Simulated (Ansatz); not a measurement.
H3O2 (SMILES O[OH2+]), charge +1, singlet, at a GFN2-xTB geometry. Base run: CAM-B3LYP/6-31G* (Ansatz, a first-principles code).

Here is a job for Ansatz.
Ansatz 0.2 input:
```yaml
crystal:
  periodic: [false, false, false]
  atoms:
    - {symbol: O, position_ang: [0.13464923, 0.56165021, -0.32045018]}
    - {symbol: O, position_ang: [-0.15653641, -0.64820873, 0.35880197]}
    - {symbol: H, position_ang: [1.08363793, 0.77080803, -0.07973702]}
    - {symbol: H, position_ang: [-0.42483443, -1.31694617, -0.30866757]}
    - {symbol: H, position_ang: [-0.48370607, 1.23860633, 0.08159027]}
basis:
  gaussian:
    orbitals: 6-31G*
hamiltonian:
  xc: cam_b3lyp
total_charge: 1
```

Each row names what was changed in the base input (with any setting that the change needs).

| change | ΔE vs base (mEh) |
|---|---|
| base | 0.000 |
| final_grid = 14, 28, 59 | 0.000 |
| point_charge = charge:1.0 position_ang:-2.9016, -1.9226, -2.8367 | 115.2 |
| point_charge = charge:0.5 position_ang:3.66, -2.0103, 1.6211 | 55.010 |
| fitting.mean_field = cc-pVTZ-JKFIT | -0.035 |
| final_grid = 10, 20, 41 | 0.000 |
| point_charge = charge:-1.0 position_ang:-3.1651, -2.7948, -1.3969 | -119.6 |
| final_grid = 4, 8, 17 | 0.104 |
| lower_state_search = full | 0.000 |
| nuclear_model = gaussian | 0.025 |
| final_grid = 6, 12, 29 | 0.001 |
